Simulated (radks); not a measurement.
Values are calculated unless marked as measured or tabulated.
Excited configurations of Li III: one electron is placed in a higher orbital outside the bare nucleus. The ground configuration is 1s1. Level of theory: non-relativistic Kohn-Sham, PBE, spin-polarised, spherical densities, point nucleus; open shells are filled with parallel spins first (a radial shooting solver on a logarithmic mesh with Libxc functionals). Excitation = E - E(ground); binding = E(ion) - E, where the ion is the core of charge +3; n* = 3/sqrt(2 binding) in atomic units, and the quantum defect is n - n*.

| outer orbital | excitation (eV) | binding (eV) | quantum defect | eigenvalue (eV) |
|---|---|---|---|---|
| 2s | 90.795 | 31.310 | 0.022 | -26.985 |
| 3p | 108.03 | 14.073 | 0.050 | -12.050 |
| 4p | 114.04 | 8.061 | 0.103 | -7.001 |
| 5p | 116.88 | 5.227 | 0.160 | -4.580 |
| 5d | 116.90 | 5.210 | 0.152 | -4.515 |
| 5f | 116.94 | 5.167 | 0.132 | -4.392 |
| 7p | 119.39 | 2.718 | 0.288 | -2.410 |

The Delta-SCF ionisation energy is 122.11 eV (NIST Atomic Spectra Database: 122.45 eV, theoretical). Self-interaction in the functional shifts the binding energies and quantum defects, so they are the method's values and not measured ones.
